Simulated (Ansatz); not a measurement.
Reaction (ligand exchange at a Ti–I bond): `[Cl][Ti]([Cl])([Cl])[I]` + NH₃ → `[NH2][Ti]([Cl])([Cl])[Cl]` + HI

Computed with Ansatz on PBE0-D4/def2-TZVP structures; ΔE is electronic, products minus reactants. CBS: MP2 limit from def2 TZ/QZ plus the TZ coupled-cluster correction, frozen cores. This one scheme is used for every species. Functionals use def2-TZVPP. B3LYP here is the variant with VWN-RPA as its local correlation; programs differ in this. def2 core potentials past Kr. For I, Ti outer-core shells are correlated without core-valence functions, which leaves a few kJ/mol of doubt a bond. Scalar relativity is left out up to krypton. Each species was taken in one conformer, which may not be the lowest.

CCSD(T)/CBS gives +16.4 kcal/mol.

Q: Another level gave +16.0 kcal/mol. Which?
A. CAM-B3LYP/def2-TZVPP
B. revPBE-D4/def2-TZVPP
C. B3LYP/def2-TZVPP
D. HF/def2-TZVPP

A: B. revPBE-D4 16.0, CAM-B3LYP 11.1, HF/def2-TZVPP 9.8, B3LYP 13.8 kcal/mol.

Largest T1 diagnostic among the species: 0.025, so the coupled-cluster value is less sure than usual.

From r2SCAN to r2SCAN0 (25 % exact exchange), in def2-TZVPP and without D4, ΔE moves by −1.0 kcal/mol. At CCSD(T), def2-SVP lies −2.7 kcal/mol from the extrapolated value and def2-TZVPP −1.0 kcal/mol.
